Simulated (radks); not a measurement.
Numerical settings for neutral oxygen, [He] 2s2 2p4. Calculated with a radial shooting solver on a logarithmic mesh with Libxc functionals: scalar-relativistic Kohn-Sham, BLYP, spin-polarised, spherical densities, finite nucleus; open shells are filled with parallel spins first; Fermi nuclear charge, rms radius 2.6991 fm. The defaults (mesh step 0.008 in ln r, mesh end at 40 bohr or more with all orbitals vanishing there, Anderson mixing 0.5 over 9 steps, residual threshold near 1e-9 with the energy settled to 1e-9 hartree or 1e-11 of itself, here a cap of 100 iterations) give E = -75.1354 hartree and 2p at -7.231 eV in 39 iterations. Run on one thread of a shared host, so times are rough (Arm Neoverse N1): 0.26 s of CPU time, 0.26 s wall, 39 iterations on 2208 mesh points. Changes against that run (0 stands for a change within the tolerance of the run):

mesh step in ln r 0.003: iterations 80; converged no; E (mhartree) diverged; CPU (s) 1.4
mesh step in ln r 0.02: iterations 19; converged yes; E (mhartree) 0; e(2p) (meV) 0; CPU (s) 0.07
mesh step in ln r 0.2: iterations 100; converged no; E (mhartree) -5.11e+05; CPU (s) 0.24
mesh end (bohr) 20: iterations 39; converged yes; E (mhartree) 0; e(2p) (meV) 0; CPU (s) 0.24
mesh end (bohr) 12: iterations 39; converged yes; E (mhartree) +0.000123; e(2p) (meV) +0.0292; CPU (s) 0.24
residual threshold 0.1: iterations 11; converged yes; E (mhartree) 0; e(2p) (meV) -0.169; CPU (s) 0.09
residual threshold 1e-16: iterations 100; converged no; E (mhartree) 0; e(2p) (meV) 0; CPU (s) 0.56
mixing 1.5: iterations 100; converged no; E (mhartree) 0; e(2p) (meV) +0.04; CPU (s) 0.65
linear mixing, mixing 1: iterations 12; converged no; E (mhartree) -2.16e+05; e(2p) (meV) +7.33e+03; CPU (s) 0.11
linear mixing, mixing 0.8: iterations 14; converged no; E (mhartree) +89.2; e(2p) (meV) +2.94e+03; CPU (s) 0.12
mixing history 20: iterations 28; converged yes; E (mhartree) 0; e(2p) (meV) 0; CPU (s) 0.21
iteration cap 8: iterations 8; converged no; E (mhartree) 0; e(2p) (meV) -0.552; CPU (s) 0.06

No run marked as converged misses the energy by more than 1 mhartree. A mesh that ends early acts as a hard wall.
